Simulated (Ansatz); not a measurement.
Species: difluoro(dihydroxy)silane, sum formula H₂SiO₂F₂ (charge 0, singlet). 
Structure (B3LYP-D3(BJ)/def2-TZVP (Ansatz, a quantum-chemistry and plane-wave program) minimum search):
```xyz
7

O      1.5592    -0.4111    -0.1868
Si     0.0097     0.0006    -0.0100
O     -0.8955    -1.3260     0.2073
F     -0.2108     0.9984     1.2056
F     -0.4072     0.8080    -1.3029
H      1.9201    -1.1263     0.3420
H     -1.8031    -1.2425     0.5098
```
Charge 0, spin multiplicity 1.

Wanted: vertical triplet-singlet gap (E(triplet) - E(singlet); each state is the SCF solution reached for its spin), in eV. Correlated levels leave the core frozen unless marked. Open shells are spin-unrestricted. No spin-orbit coupling. Non-relativistic. CBS(X,Y): correlation extrapolated as X^-3; Hartree-Fock from the larger set. [CCSD(T)-MP2]/basis is that difference in the basis named.

```
level                                                                      program  vertical triplet-singlet gap (eV)  minus last row
-------------------------------------------------------------------------  -------  ---------------------------------  --------------
HF/aug-cc-pV(D+d)Z                                                          Ansatz                               7.47           -1.09
HF/aug-cc-pV(Q+d)Z                                                          Ansatz                               7.42           -1.14
PBE/def2-TZVPD                                                              Ansatz                               7.35           -1.21
B3LYP/def2-TZVPD                                                            Ansatz                               7.96           -0.60
PBE0/def2-TZVPD                                                             Ansatz                               8.08           -0.48
BHLYP/def2-TZVPD                                                            Ansatz                               8.19           -0.37
wB97M-V/def2-TZVPD                                                          Ansatz                               8.38           -0.18
wB97X-V/def2-TZVPD                                                          Ansatz                               8.50           -0.06
B2PLYP/def2-TZVPD                                                           Ansatz                               8.35           -0.21
MP2/aug-cc-pV(D+d)Z                                                         Ansatz                               8.69            0.13
SCS-MP2/aug-cc-pV(D+d)Z                                                     Ansatz                               8.67            0.11
SCS-MP2/aug-cc-pV(T+d)Z                                                     Ansatz                               8.77            0.21
SCS-MP2/aug-cc-pV(Q+d)Z                                                     Ansatz                               8.84            0.28
CCSD/aug-cc-pV(D+d)Z                                                        Ansatz                               8.38           -0.18
CCSD/aug-cc-pV(T+d)Z                                                        Ansatz                               8.43           -0.13
CCSD/aug-cc-pV(Q+d)Z                                                        Ansatz                               8.49           -0.07
CCSD(T)/aug-cc-pV(D+d)Z                                                     Ansatz                               8.37           -0.19
CCSD(T)/aug-cc-pV(Q+d)Z                                                     Ansatz                               8.51           -0.05
RI-MP2/CBS(aug-cc-pV(T+d)Z,aug-cc-pV(Q+d)Z)+[CCSD(T)-MP2]/aug-cc-pV(D+d)Z   Ansatz                               8.57            0.01
RI-MP2/CBS(aug-cc-pV(T+d)Z,aug-cc-pV(Q+d)Z)+[CCSD(T)-MP2]/aug-cc-pV(Q+d)Z   Ansatz                               8.56            0.00
CCSD(T)/CBS(aug-cc-pV(T+d)Z,aug-cc-pV(Q+d)Z)                                Ansatz                               8.56            0.00
```
